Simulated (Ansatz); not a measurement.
Ansatz (a program for electronic structure) input file for Ge(Cl)3(SiH3) (Cl₃GeH₃Si), SMILES [SiH3][Ge]([Cl])([Cl])[Cl], B3LYP-D3(BJ)/def2-SVP. 

Ansatz 0.2 input:
```yaml
crystal:
  periodic: [false, false, false]
  atoms:
    - {symbol: Si, position_ang: [0.00000000, -0.00000001, 2.45861183]}
    - {symbol: Ge, position_ang: [-0.00000000, 0.00000000, 0.03258175]}
    - {symbol: Cl, position_ang: [0.15435732, -1.95993648, -0.86520870]}
    - {symbol: Cl, position_ang: [1.62017612, 1.11364561, -0.86520868]}
    - {symbol: Cl, position_ang: [-1.77453344, 0.84629089, -0.86520868]}
    - {symbol: H, position_ang: [-1.26381544, -0.59184118, 2.88748716]}
    - {symbol: H, position_ang: [0.11935825, 1.39041685, 2.88748717]}
    - {symbol: H, position_ang: [1.14445721, -0.79857571, 2.88748715]}
basis:
  gaussian:
    orbitals: def2-SVP
hamiltonian:
  xc: b3lyp
  dispersion: d3bj
relax: {f_tol: 0.002, max_steps: 200}
```

Output:

```
WARN ansatz: RAYON_NUM_THREADS=1 ignored (pool sized by the plan → 1); use --threads N
Functional definition: B3LYP
integrals: 0.08 GiB planned
1181 factors; integrals over basis functions are off by at most 2.9e-4 eV
mean field: 0.78 GiB planned
mean field evaluation 1: about -101996.3674 eV, gradient 2.6e1 eV
mean field evaluation 2: about -101995.0699 eV, gradient 3.7e1 eV
mean field evaluation 4: about -101997.7461 eV, gradient 5.9e-1 eV
mean field evaluation 8: about -101997.7570 eV, gradient 3.2e-2 eV
mean field -101997.75697356 eV, -3748.3484322154 hartree, gradient 5.1e-5 eV, S^2 0.000000; 0 other end points of the search recorded, 0 dependent functions left out
the calculation of the forces begins
reference -101997.75724216 eV, -3748.3484420865 hartree; 50, 50 occupied and 69, 69 virtual orbitals, 1181 factors
relax step   1: F+E_penalty+E_count = -101998.30495430 eV  Δ(F+E_penalty+E_count) = +0.000e0 eV  max|allowed force component| = 7.494e-1 eV/Å  Δτ_max = 0.0000 Å  (24 SCF iters, accepted)
these checks for a lower state are left out or cut short: starts, cluster_reference, orbital_swaps, neighbouring_geometries, increment
integrals: 0.08 GiB planned
1181 factors; integrals over basis functions are off by at most 2.8e-4 eV
mean field: 0.78 GiB planned
mean field evaluation 16: about -101997.7106 eV, gradient 8.6e0 eV
mean field -101997.81794108 eV, -3748.3506727307 hartree, gradient 4.1e-6 eV, S^2 0.000000; 0 other end points of the search recorded, 0 dependent functions left out
the calculation of the forces begins
reference -101997.81821008 eV, -3748.3506826160 hartree; 50, 50 occupied and 69, 69 virtual orbitals, 1181 factors
relax step   2: F+E_penalty+E_count = -101998.36792290 eV  Δ(F+E_penalty+E_count) = -6.297e-2 eV  max|allowed force component| = 1.817e-1 eV/Å  Δτ_max = 0.1230 Å  (28 SCF iters, accepted)
these checks for a lower state are left out or cut short: starts, cluster_reference, orbital_swaps, neighbouring_geometries, increment
integrals: 0.08 GiB planned
1181 factors; integrals over basis functions are off by at most 2.8e-4 eV
mean field: 0.78 GiB planned
mean field -101997.82497048 eV, -3748.3509310561 hartree, gradient 7.1e-5 eV, S^2 0.000000; 0 other end points of the search recorded, 0 dependent functions left out
the calculation of the forces begins
reference -101997.82523981 eV, -3748.3509409539 hartree; 50, 50 occupied and 69, 69 virtual orbitals, 1181 factors
relax step   3: F+E_penalty+E_count = -101998.37473333 eV  Δ(F+E_penalty+E_count) = -6.810e-3 eV  max|allowed force component| = 3.307e-2 eV/Å  Δτ_max = 0.0285 Å  (26 SCF iters, accepted)
these checks for a lower state are left out or cut short: starts, cluster_reference, orbital_swaps, neighbouring_geometries, increment
integrals: 0.08 GiB planned
1181 factors; integrals over basis functions are off by at most 2.8e-4 eV
mean field: 0.78 GiB planned
mean field evaluation 32: about -101997.8247 eV, gradient 2.7e-5 eV
mean field -101997.82471585 eV, -3748.3509216989 hartree, gradient 2.6e-5 eV, S^2 0.000000; 0 other end points of the search recorded, 0 dependent functions left out
the calculation of the forces begins
reference -101997.82498509 eV, -3748.3509315932 hartree; 50, 50 occupied and 69, 69 virtual orbitals, 1181 factors
relax step   4: F+E_penalty+E_count = -101998.37506520 eV  Δ(F+E_penalty+E_count) = -3.319e-4 eV  max|allowed force component| = 9.357e-3 eV/Å  Δτ_max = 0.0060 Å  (23 SCF iters, accepted)
these checks for a lower state are left out or cut short: starts, cluster_reference, orbital_swaps, neighbouring_geometries, increment
integrals: 0.08 GiB planned
1181 factors; integrals over basis functions are off by at most 2.8e-4 eV
mean field: 0.78 GiB planned
mean field -101997.82483255 eV, -3748.3509259873 hartree, gradient 1.6e-5 eV, S^2 0.000000; 0 other end points of the search recorded, 0 dependent functions left out
the calculation of the forces begins
reference -101997.82510183 eV, -3748.3509358834 hartree; 50, 50 occupied and 69, 69 virtual orbitals, 1181 factors
relax step   5: F+E_penalty+E_count = -101998.37539657 eV  Δ(F+E_penalty+E_count) = -3.314e-4 eV  max|allowed force component| = 2.009e-2 eV/Å  Δτ_max = 0.0119 Å  (22 SCF iters, accepted)
these checks for a lower state are left out or cut short: starts, cluster_reference, orbital_swaps, neighbouring_geometries, increment
integrals: 0.08 GiB planned
1181 factors; integrals over basis functions are off by at most 2.8e-4 eV
mean field: 0.78 GiB planned
mean field -101997.82549684 eV, -3748.3509503997 hartree, gradient 7.2e-5 eV, S^2 0.000000; 0 other end points of the search recorded, 0 dependent functions left out
the calculation of the forces begins
reference -101997.82576637 eV, -3748.3509603048 hartree; 50, 50 occupied and 69, 69 virtual orbitals, 1181 factors
relax step   6: F+E_penalty+E_count = -101998.37646723 eV  Δ(F+E_penalty+E_count) = -1.071e-3 eV  max|allowed force component| = 4.548e-2 eV/Å  Δτ_max = 0.0575 Å  (24 SCF iters, accepted)
these checks for a lower state are left out or cut short: starts, cluster_reference, orbital_swaps, neighbouring_geometries, increment
integrals: 0.08 GiB planned
1181 factors; integrals over basis functions are off by at most 2.8e-4 eV
mean field: 0.78 GiB planned
mean field -101997.82639156 eV, -3748.3509832800 hartree, gradient 7.0e-5 eV, S^2 0.000000; 0 other end points of the search recorded, 0 dependent functions left out
the calculation of the forces begins
reference -101997.82666137 eV, -3748.3509931954 hartree; 50, 50 occupied and 69, 69 virtual orbitals, 1181 factors
relax step   7: F+E_penalty+E_count = -101998.37703849 eV  Δ(F+E_penalty+E_count) = -5.713e-4 eV  max|allowed force component| = 5.494e-2 eV/Å  Δτ_max = 0.0383 Å  (25 SCF iters, accepted)
these checks for a lower state are left out or cut short: starts, cluster_reference, orbital_swaps, neighbouring_geometries, increment
integrals: 0.08 GiB planned
1181 factors; integrals over basis functions are off by at most 2.8e-4 eV
mean field: 0.78 GiB planned
mean field -101997.82701724 eV, -3748.3510062731 hartree, gradient 6.9e-5 eV, S^2 0.000000; 0 other end points of the search recorded, 0 dependent functions left out
the calculation of the forces begins
reference -101997.82728711 eV, -3748.3510161909 hartree; 50, 50 occupied and 69, 69 virtual orbitals, 1181 factors
relax step   8: F+E_penalty+E_count = -101998.37726669 eV  Δ(F+E_penalty+E_count) = -2.282e-4 eV  max|allowed force component| = 3.267e-2 eV/Å  Δτ_max = 0.0298 Å  (24 SCF iters, accepted)
these checks for a lower state are left out or cut short: starts, cluster_reference, orbital_swaps, neighbouring_geometries, increment
integrals: 0.08 GiB planned
1181 factors; integrals over basis functions are off by at most 2.8e-4 eV
mean field: 0.78 GiB planned
mean field -101997.82728298 eV, -3748.3510160391 hartree, gradient 7.5e-6 eV, S^2 0.000000; 0 other end points of the search recorded, 0 dependent functions left out
the calculation of the forces begins
reference -101997.82755283 eV, -3748.3510259557 hartree; 50, 50 occupied and 69, 69 virtual orbitals, 1181 factors
relax step   9: F+E_penalty+E_count = -101998.37738515 eV  Δ(F+E_penalty+E_count) = -1.185e-4 eV  max|allowed force component| = 1.646e-2 eV/Å  Δτ_max = 0.0182 Å  (24 SCF iters, accepted)
these checks for a lower state are left out or cut short: starts, cluster_reference, orbital_swaps, neighbouring_geometries, increment
integrals: 0.08 GiB planned
1181 factors; integrals over basis functions are off by at most 2.8e-4 eV
mean field: 0.78 GiB planned
mean field evaluation 64: about -101997.8272 eV, gradient 1.2e-4 eV
mean field -101997.82717363 eV, -3748.3510120206 hartree, gradient 1.3e-5 eV, S^2 0.000000; 0 other end points of the search recorded, 0 dependent functions left out
the calculation of the forces begins
reference -101997.82744346 eV, -3748.3510219367 hartree; 50, 50 occupied and 69, 69 virtual orbitals, 1181 factors
relax step  10: F+E_penalty+E_count = -101998.37747120 eV  Δ(F+E_penalty+E_count) = -8.605e-5 eV  max|allowed force component| = 1.585e-3 eV/Å  Δτ_max = 0.0050 Å  (23 SCF iters, accepted)
these checks for a lower state are left out or cut short: starts, cluster_reference, orbital_swaps, neighbouring_geometries, increment
integrals: 0.08 GiB planned
1181 factors; integrals over basis functions are off by at most 2.8e-4 eV
mean field: 0.78 GiB planned
mean field -101997.82715169 eV, -3748.3510112144 hartree, gradient 5.0e-5 eV, S^2 0.000000; 0 other end points of the search recorded, 0 dependent functions left out
the calculation of the forces begins
reference -101997.82742152 eV, -3748.3510211304 hartree; 50, 50 occupied and 69, 69 virtual orbitals, 1181 factors
relax step  11: F+E_penalty+E_count = -101998.37747353 eV  Δ(F+E_penalty+E_count) = -2.333e-6 eV  max|allowed force component| = 2.295e-3 eV/Å  Δτ_max = 0.0032 Å  (19 SCF iters, accepted)
these checks for a lower state are left out or cut short: starts, cluster_reference, orbital_swaps, neighbouring_geometries, increment
integrals: 0.08 GiB planned
1181 factors; integrals over basis functions are off by at most 2.8e-4 eV
mean field: 0.78 GiB planned
mean field -101997.82715594 eV, -3748.3510113705 hartree, gradient 4.8e-5 eV, S^2 0.000000; 0 other end points of the search recorded, 0 dependent functions left out
the calculation of the forces begins
reference -101997.82742577 eV, -3748.3510212864 hartree; 50, 50 occupied and 69, 69 virtual orbitals, 1181 factors
relax step  12: F+E_penalty+E_count = -101998.37747190 eV  Δ(F+E_penalty+E_count) = +1.633e-6 eV  max|allowed force component| = 4.388e-3 eV/Å  Δτ_max = 0.0028 Å  (20 SCF iters, rejected (line search))
these checks for a lower state are left out or cut short: starts, cluster_reference, orbital_swaps, neighbouring_geometries, increment
integrals: 0.08 GiB planned
1181 factors; integrals over basis functions are off by at most 2.8e-4 eV
mean field: 0.78 GiB planned
mean field -101997.82715626 eV, -3748.3510113823 hartree, gradient 3.0e-5 eV, S^2 0.000000; 0 other end points of the search recorded, 0 dependent functions left out
the calculation of the forces begins
reference -101997.82742609 eV, -3748.3510212984 hartree; 50, 50 occupied and 69, 69 virtual orbitals, 1181 factors
relax step  13: F+E_penalty+E_count = -101998.37747400 eV  Δ(F+E_penalty+E_count) = -4.661e-7 eV  max|allowed force component| = 1.042e-4 eV/Å  Δτ_max = 0.0014 Å  (19 SCF iters, accepted)
integrals: 0.08 GiB planned
1181 factors; integrals over basis functions are off by at most 2.8e-4 eV
mean field: 0.78 GiB planned
mean field -101997.82715626 eV, -3748.3510113823 hartree, gradient 3.0e-5 eV, S^2 0.000000; 1 other end points of the search recorded, 0 dependent functions left out
the calculation of the forces begins
reference -101997.82742609 eV, -3748.3510212984 hartree; 50, 50 occupied and 69, 69 virtual orbitals, 1181 factors
Total energy: -101998.37774383 eV, -3748.3712451020 hartree
Atom 0 at     0.000010     0.000003     2.394115 Å, force    -0.000013     0.000050     0.000101 eV/Å
Atom 1 at    -0.000012    -0.000008     0.004410 Å, force    -0.000003     0.000009     0.000045 eV/Å
Atom 2 at     0.050335    -2.019376    -0.787916 Å, force     0.000014    -0.000078    -0.000065 eV/Å
Atom 3 at     1.723587     1.053314    -0.787898 Å, force     0.000096     0.000023    -0.000039 eV/Å
Atom 4 at    -1.773971     0.966044    -0.787959 Å, force    -0.000104     0.000025    -0.000034 eV/Å
Atom 5 at    -1.209678    -0.739446     2.841116 Å, force    -0.000005    -0.000008    -0.000006 eV/Å
Atom 6 at    -0.035525     1.417358     2.841088 Å, force     0.000010    -0.000008     0.000001 eV/Å
Atom 7 at     1.245254    -0.677890     2.841072 Å, force     0.000005    -0.000013    -0.000003 eV/Å
Dipole moment:     0.000005     0.000017     0.581378 e Å
```

The run converged.

Cost: about 70 core-seconds (a rough figure).
